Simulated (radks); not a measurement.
Question: These are the eigenvalues of the occupied orbitals of an atom or ion with whole-number occupations (hartree). All-electron calculation, scalar-relativistic Kohn-Sham, PBE, spin-polarised, spherical densities, finite nucleus; Fermi nuclear charge, rms radius of each element as measured or else 0.836 A^(1/3) + 0.57 fm. Program: a radial shooting solver on a logarithmic mesh with Libxc functionals.

1s down: -161.5932
1s up: -161.5929
2s up: -17.43156
2s down: -17.42398
2p up: -14.26781
2p down: -14.26194
3s up: -2.03390
3s down: -2.00526
3p up: -1.24712
3p down: -1.21840
4s up: -0.15803
4s down: -0.14807
3d up: -0.12905

Which element is it, and in what charge state? The configuration may be excited. Open shells, if any, are filled with parallel spins first.

Answer: Z = 21, scandium, charge 0: Sc in [Ar] 3d1 4s2. The list shows which subshells hold electrons but not how many an open one holds; the 1s level, -161.59 hartree, gives Z - s = 18.0 by -(Z - s)^2/2, which with screening and relativity narrows Z to a few neighbours, and the depths of the outer levels then fix element, charge and occupations together.
